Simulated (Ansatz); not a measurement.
`O=[CH][GeH2][AlH2]` + `N[SiH2]F` → `F[SiH2][NH][AlH2]` + `O=[CH][GeH3]` at 298.15 K and 1 bar (cleavage of the Al–Ge bond).

Gas-phase electronic energies from Ansatz, PBE0-D4/def2-TZVP geometries. CCSD(T)/CBS is the MP2 limit (def2-TZVPP, def2-QZVPP) plus CCSD(T) − MP2 in def2-TZVPP, frozen cores. For Ge outer-core shells are correlated without core-valence functions, which leaves a few kJ/mol of doubt a bond. Scalar relativity is left out up to krypton. One conformer a species, not always the lowest.

```
             species  CCSD(T)/CBS energy (Eh)  H − E (kJ/mol)  S (J/(mol·K))
`O=[CH][GeH2][AlH2]`              -2434.30864           145.2          373.0
          `N[SiH2]F`               -446.07709           135.8          281.7
 `F[SiH2][NH][AlH2]`               -688.71689           151.7          334.1
      `O=[CH][GeH3]`              -2191.69659           122.4          302.7
```

H − E and S are ideal-gas, rigid-rotor, harmonic terms from PBE0-D4/def2-TZVP, for one conformer and one mirror image of each species. 1 Eh = 2625.50 kJ/mol, R = 8.31446 J/(mol·K).

**Question.** By hand: ΔE, ΔH, ΔS and ΔG.

**Answer.** ΔE = (-688.71689) + (-2191.69659) − (-2434.30864) − (-446.07709) = -0.02775 Eh = -72.9 kJ/mol. Δ(H − E) = 151.7 + 122.4 − 145.2 − 135.8 = -6.9, so ΔH = -79.8 kJ/mol. ΔS = 334.1 + 302.7 − 373.0 − 281.7 = -17.9 J/(mol·K). ΔG = -79.8 − 298.15 × (-17.9)/1000 = -74.5 kJ/mol.

**Question.** By hand: the equilibrium constant, and the temperature at which ΔG would vanish if ΔH and ΔS stayed fixed.

**Answer.** log₁₀ K = −ΔG/(RT ln 10) = 13.1. ΔG = 0 at ΔH/ΔS = 4458 K, far beyond where these terms or the molecules hold.

ΔH outweighs TΔS. A doubt of 5 kJ/mol in ΔE shifts log₁₀ K by 0.9 here. Other conformers and mirror images would add mixing entropy, several J/(mol·K) or more a flexible species. Modes under 60 cm⁻¹, often nearly free rotors, make the harmonic entropy too high. These are equilibria of isolated gas molecules and say nothing of rates. Largest T1 diagnostic: 0.015 (customary marks: 0.02 for closed shells, 0.045 for open ones).
